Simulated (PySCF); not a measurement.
# PPb and its ions

PBE; PySCF, scalar-relativistic core potentials, basis sets P cc-pV(D+d)Z, Pb cc-pVDZ-PP with ECP60. Neutral (UKS): doublet (π ↑), Re = 2.463 Å, ωe = 355 cm⁻¹, De = 2.84 eV, HOMO -4.88 eV, LUMO -4.70 eV.

PPb⁺ (UKS): triplet (π ↑↑), Re = 2.643 Å, ωe = 287 cm⁻¹. The energies at the minima are -534.06140 hartree for PPb and -533.78394 for PPb⁺.

Q: Work out the adiabatic ionisation energy, without and with harmonic zero-point energies (1 hartree = 27.2114 eV, 1 eV = 8065.5 cm⁻¹), and the change of the bond length.

A: At PBE: 0.27746 hartree = 7.550 eV between the minima; the zero-point term (287.0 − 355.0)/2 cm⁻¹ = -0.004 eV makes it 7.546 eV. Re changes by +18.0 pm against the neutral. The electron leaves a π orbital, and the longer bond of the ion fits a bonding orbital, or a change in how ionic the bond is.

Spin–orbit coupling is left out, which matters for elements this heavy, above all for dissociation energies. States were picked by a PBE0 search and need not be the measured ground states.
